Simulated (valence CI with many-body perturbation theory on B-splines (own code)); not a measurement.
Results of a calculation; reference values are marked as such.
# Run record, Tc21+

The program does CI of the valence electrons with many-body perturbation theory for a frozen closed Dirac-Fock core.

Command, and the settings that its task file holds:

```sh
python run_cv.py task.json out
```

```
atom Tc  Z=43  mass_number=97  rms_radius_fm=4.4112
core [Ar]
valence 3s4
avg = 1
basis = S
breit = 1
cap = 10000
capref = 1200
cscale = 1
de = 0.0
dress = 0
eps = 2e-08
extrap = 1
h = 0.27
hh = 1
l2 = 3
lcore = 6
maxit = 60
n2 = 5
natural = 1
nlev = 20
nno = [3, 3, 3, 3, 1]
nroot = 26
nsp = [3, 3, 2, 2, 0]
pt2 = 1
qed = 1
rpa = 1
s1 = 1
s2 = 1
s3 = 1
screen = 1
tol = 2e-05
whole = 1
```

Question: What became of the run, and why?

Answer: It gave no result: a shell was given more electrons than it holds. The program said: "a valence shell holds more than 4l+2 electrons".
